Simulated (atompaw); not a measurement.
# Reading a pseudo-wave (platinum)

Columns: radius, all-electron u(r) and pseudo u(r) of the 6p shell (level -1.16 eV) of platinum in the configuration [Xe] 4f14 5d9 6s0.75 6p0.25; PBE, scalar-relativistic, PAW (atompaw) scheme, atompaw 4.2.0.5.

| r (bohr) | all-electron | pseudo |
| --- | --- | --- |
| 0.115 | -0.0627 | 0.0016 |
| 0.231 | 0.0243 | 0.0063 |
| 0.346 | 0.1037 | 0.0141 |
| 0.462 | 0.0453 | 0.0249 |
| 0.577 | -0.0541 | 0.0382 |
| 0.692 | -0.1311 | 0.0540 |
| 0.808 | -0.1679 | 0.0721 |
| 0.923 | -0.1676 | 0.0919 |
| 1.038 | -0.1406 | 0.1132 |
| 1.154 | -0.0966 | 0.1358 |
| 1.269 | -0.0442 | 0.1590 |
| 1.385 | 0.0117 | 0.1830 |
| 1.500 | 0.0668 | 0.2070 |
| 1.615 | 0.1192 | 0.2308 |
| 1.731 | 0.1681 | 0.2545 |
| 1.846 | 0.2123 | 0.2773 |
| 1.962 | 0.2523 | 0.2996 |
| 2.077 | 0.2874 | 0.3207 |
| 2.192 | 0.3184 | 0.3406 |
| 2.308 | 0.3455 | 0.3595 |
| 2.423 | 0.3688 | 0.3769 |
| 2.538 | 0.3886 | 0.3929 |
| 2.654 | 0.4056 | 0.4074 |
| 2.769 | 0.4196 | 0.4202 |
| 2.885 | 0.4312 | 0.4313 |
| 3.000 | 0.4404 | 0.4404 |

Question: How many radial nodes do the two functions have?

Answer: The all-electron 6p function has n − l − 1 = 4 (the table is too coarse to show those close to the nucleus); the pseudo-wave has 0, since the states of the same l below it are removed with the core.

Question: Is the pseudo-wave norm-conserving?

Answer: No, it belongs to a PAW set: the norm inside the radius is not constrained, and the difference is carried by the augmentation charge.
